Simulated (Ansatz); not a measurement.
Job for Ansatz (a quantum-chemistry and plane-wave program): R-r2SCAN/def2-TZVPP on F2Sr (SMILES [F][Sr][F]), atoms moved off the minimum. Elements past Kr take the def2 small-core potentials; no spin–orbit coupling.

Ansatz 0.2 input:
```yaml
crystal:
  periodic: [false, false, false]
  atoms:
    - {symbol: Sr, position_ang: [0.20440138, 0.04583539, -0.04350298]}
    - {symbol: F, position_ang: [-1.02740313, 1.31941105, -1.24790864]}
    - {symbol: F, position_ang: [-0.34287888, -1.40547930, 1.31951415]}
basis:
  gaussian:
    orbitals: def2-TZVPP
hamiltonian:
  xc: {name: r2SCAN}
scf: {lower_state_search: off}
output: {forces: true}
```

The head of its log:

```
WARN ansatz: RAYON_NUM_THREADS=1 ignored (pool sized by the plan → 1); use --threads N
Functional definition: r2SCAN
these checks for a lower state are left out or cut short: stability, starts, cluster_reference, orbital_swaps, neighbouring_geometries, increment
integrals: 0.03 GiB planned
556 factors; their error is unknown
mean field: 0.21 GiB planned
mean field evaluation 1: about -6266.5185 eV, gradient 7.0e1 eV
mean field evaluation 2: about -6095.7522 eV, gradient 2.9e2 eV
```

Question: Give the final energy of this run.

Answer: -230.5696 hartree.
